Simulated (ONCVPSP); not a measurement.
# Before and after: ONCV potential for V (Z = 23)

- Element: vanadium (V)
- Generator: ONCVPSP 4.0.1
- Type: optimised norm-conserving Vanderbilt (ONCV)
- Functional: PBE
- Relativity: scalar-relativistic
- Frozen core: [Ne]
- Valence charge: 13
- Reference configuration: 3s2 3p6 3d3 4s2
- Partial waves: 3s+4s: rc 1.35 bohr, ncon 5, nbas 10, qcut 10.3 1/bohr, 2 projectors; 3p: rc 1.45 bohr, ncon 4, nbas 7, qcut 8.2 1/bohr, 2 projectors, debl 2.8 Ha; 3d: rc 1.35 bohr, ncon 4, nbas 9, qcut 13.8 1/bohr, 2 projectors, debl 3.8 Ha; f scattering state at 0.07 Ha: rc 1.25 bohr, ncon 4, nbas 9, qcut 7.8 1/bohr, 2 projectors, debl 3.6 Ha
- Local potential: polynomial inside 1.20 bohr (lpopt 5, dvloc0 0 Ha)
- Core correction: Teter function, fcfact 5.25, rcfact 1.05

Change: s: qcut 7.4.

Cutoffs: the cutoffs (Ha) at which the residual kinetic energy of the hardest occupied pseudo-wave falls to 1 and 0.1 mHa per electron; they do not see the model core or the augmentation charge, which bear on the density cutoff. Errors are all-electron minus pseudo energies relative to the spin-unpolarised reference configuration.

Task: What does the change do?

Result: The potential gets harder (58 Ha and 68 Ha → 58 Ha and 98 Ha); of the 4 tests that both files solve, the error grows in 0 and shrinks in 1 by more than 15 % and 0.3 meV (median size 3.5 → 2.7 meV); neither file shows a bound ghost.

| quantity | base | changed |
| --- | --- | --- |
| cutoff, loose | 58 Ha | 58 Ha |
| cutoff, tight | 68 Ha | 98 Ha |
| loose cutoff by channel | s 37 Ha, p 23 Ha, d 58 Ha | s 25 Ha, p 23 Ha, d 58 Ha |
| bound ghosts | none | none |
| GHOST(+) flags under 300 eV | none | none |
| error for 3s2 3p6 3d3 4s1, meV [ΔE 7.74 eV] | -0.3 | -0.3 |
| error for 3s2 3p6 3d3 4s0, meV [ΔE 22.03 eV] | -0.4 | -0.7 |
| error for 3s2 3p6 3d2 4s0, meV [ΔE 50.93 eV] | +6.5 | +4.8 |
| error for 3s2 3p6 3d2 4s2, meV [ΔE 10.97 eV] | +10 | +11 |
| s: phases at 1.37 bohr within 0.05 rad from the reference energy up to (Ha; the scan ends near 5) | to the end of the scan | to the end of the scan |
| p: phases at 1.47 bohr within 0.05 rad from the reference energy up to (Ha; the scan ends near 5) | to the end of the scan | to the end of the scan |
| d: phases at 1.37 bohr within 0.05 rad from the reference energy up to (Ha; the scan ends near 5) | to the end of the scan | to the end of the scan |
| f: phases at 1.27 bohr within 0.05 rad from the reference energy up to (Ha; the scan ends near 5) | to the end of the scan | to the end of the scan |
| rms error of d²Exc/dni dnj with the model core, mHa | 1.39 | 1.30 |
